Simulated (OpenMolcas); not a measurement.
neutral chromium.

| Item | Value |
| --- | --- |
| Program | OpenMolcas |
| Basis | ANO-R2 [6s4p4d2f] |
| Scalar Hamiltonian | X2C, finite nucleus |
| Active space | 6 electrons in 6 orbitals (3d 4s) |
| State averaging | 2S+1 = 7 even, 1 root; 2S+1 = 5 even, 23 roots kept (CI in the orbitals of an earlier block); 2S+1 = 3 even, 9 roots kept (CI in the orbitals of an earlier block) |
| Spin-orbit coupling | state interaction with AMFI integrals over the reference wave functions, term energies averaged over their components |

Two sets of levels on these reference wave functions, in cm-1 above 3d5 4s 7S3: one from CASSCF and one from MS-CASPT2, IPEA 0.25 Eh, imaginary shift 0.1 Eh (closed shells correlated: 3s 3p).

```csv
Level,Set 1,Set 2
3d5 4s 7S3,0.0,0.0
3d5 4s 5S2,6520,11270
3d4 4s2 5D0,5220,24570
3d4 4s2 5D1,5270,24620
3d4 4s2 5D2,5370,24720
3d4 4s2 5D3,5520,24860
3d4 4s2 5D4,5730,25060
3d5 4s 5G4,24530,27250
3d5 4s 5G5,24530,27250
3d5 4s 5G3,24530,27250
3d5 4s 5G6,24530,27250
3d5 4s 5G2,24530,27250
```

Q: Which set is which?

A: Set 1 is MS-CASPT2. Its levels of the other terms of 3d5 4s lie at 0.58 to 0.90 of the other set's values, as expected, since terms of lower spin or lower L gain more correlation energy than the Hund ground term. Against 11 measured levels (NIST Handbook of Basic Atomic Spectroscopic Data) the mean absolute deviation is 3100 cm-1 with it and 11000 cm-1 without; single levels miss by up to 4000 cm-1 with it.

CASPT2 does not keep the components of a term degenerate, so their means are used; among the terms shown or strongly mixed into the levels shown the widest spread is 770 cm-1 (3d5 4s 5G, MS-CASPT2). Over all roots computed the reference weight is 0.84 to 0.90 in MS-CASPT2; the roots of lowest weight are the least certain, and an intruder state may touch them. Terms from blocks run as CI alone lack orbitals of their own. A single d shell beside an s shell can misplace configurations of different d count against each other. Without dynamic correlation excited terms often stand tens of per cent too high (terms of higher spin than the ground term too low), and those without a measured partner can miss by more than the paired ones (holds for CASSCF). Some terms miss by over 15 % even with CASPT2, which points to a basis or an active space too small for the shells correlated (holds for MS-CASPT2). Computed and measured levels are paired by configuration, term and J; levels that our copy of the source lacks, or whose pairing is in doubt (as where it misses far off the trend of its configuration), stay unpaired and out of the deviations. Only configurations of the active space appear. The table leaves out levels that lie high or whose names do not pair safely across all columns.
